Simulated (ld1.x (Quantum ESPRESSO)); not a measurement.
## What the settings do to the TM potential of cadmium (Cd)

Base potential:

ld1.x (Quantum ESPRESSO) 7.5 input, shortened:

```
&input
   title='Cd', zed=48., rel=1, dft='PZ', iswitch=3,
   config='[Kr] 4d10 5s1 5p1'
 /
 &inputp
   pseudotype=2, tm=.true., lloc=0,
   nlcc=.false.
 /
3
4P  2  1   6.00   0.00  1.35  1.35  0.0
4D  3  2  10.00   0.00  1.50  1.50  0.0
5S  1  0   1.00   0.00  1.65  1.65  0.0
 &test
   configts(1)='4p6 4d10 5s1 5p1'
 /
```

Occupied shells without a wave of their own: 5p. They enter only through the test configuration that unscreens the potential.

Cutoffs, loose and tight: the cutoffs (Ry, on a coarse ladder) from which the occupation-weighted sum of valence levels, in a spherical-Bessel basis at the reference potential, stays within 10 and 1 mRy of its value at 400 Ry. They do not see the model core or the augmentation charge, which bear on the density cutoff. Test errors are all-electron minus pseudo excitation energies from the reference, over the configurations 4p6 4d10 5s2 5p0; 4p6 4d10 5s1 5p0; 4p6 4d10 5s0 5p0; 4p6 4d10 5s1.5 5p0; 4p6 4d9 5s2 5p0; 4p6 4d10 5s0 5p2; 4p6 4d9 5s2 5p1 (two spin-polarised tests are not counted in the largest error). A dash means not determined; rows that change the core or the reference have their own tests.

```csv
change,outcome,"cutoff, loose","cutoff, tight",bound ghosts,largest test error (meV)
base,"generated, misses its reference levels by 0.55 eV",80 Ry,140 Ry,none,+1499
wave 4d (bound): rc 1.50 bohr becomes 4d (bound): rc 0.92 bohr,"generated, misses its reference levels by 0.55 eV",160 Ry,300 Ry,none,+1499
wave 5s (bound): rc 1.65 bohr becomes 5s (bound): rc 2.46 bohr,"generated, misses its reference levels by 0.65 eV",80 Ry,140 Ry,none,+1786
reference 4p6 4d10 5s1.5 5p0,generated,80 Ry,140 Ry,none,-1020
wave 4p (bound): rc 1.35 bohr becomes 4p (bound): rc 1.50 bohr,"generated, misses its reference levels by 0.55 eV",80 Ry,120 Ry,none,+1494
```

(1) What comes out with this change to the base: core [Kr], valence charge 12; reference 4d10 5s1.5 5p0; waves now 5p (bound): rc 2.20 bohr; 4d (bound): rc 1.75 bohr; 5s (bound): rc 2.15 bohr; core correction Bessel-smoothed model core inside 1.20 bohr?

(2) What comes out with this change to the base: all radii scaled by about 1.32 (s 2.18, p 1.78, d 1.98 bohr)?

(3) What comes out with this change to the base: type PAW; waves now 5s (bound): rcut 1.45, rcutus 1.65 bohr; 5s channel at 2.35 Ry: rcut 1.45, rcutus 1.65 bohr; 4p (bound): rcut 1.30, rcutus 1.35 bohr; 5p (bound): rcut 1.30, rcutus 1.35 bohr; 4d (bound): rcut 1.30, rcutus 1.50 bohr; 4d channel at 0.55 Ry: rcut 1.30, rcutus 1.50 bohr; local potential all-electron potential smoothed inside 1.00 bohr (lloc = -1); core correction a·sin(br)/r model core, default radius (ld1.x builds one for every PAW set, though the input has nlcc=.false.); augmentation PSQ, inside the norm-conserving radii?

Results:

(1) outcome: generated; cutoff, loose: 70 Ry; cutoff, tight: 110 Ry; bound ghosts: none; largest test error (meV): -978.

(2) outcome: generated, misses its reference levels by 0.65 eV; cutoff, loose: 60 Ry; cutoff, tight: 100 Ry; bound ghosts: none; largest test error (meV): +1790.

(3) outcome: failed: run_pseudo: Errors in PS-KS equation. Cause: the pseudo-atom solver did not find the valence states with the expected number of nodes, which is the usual sign of a ghost state.
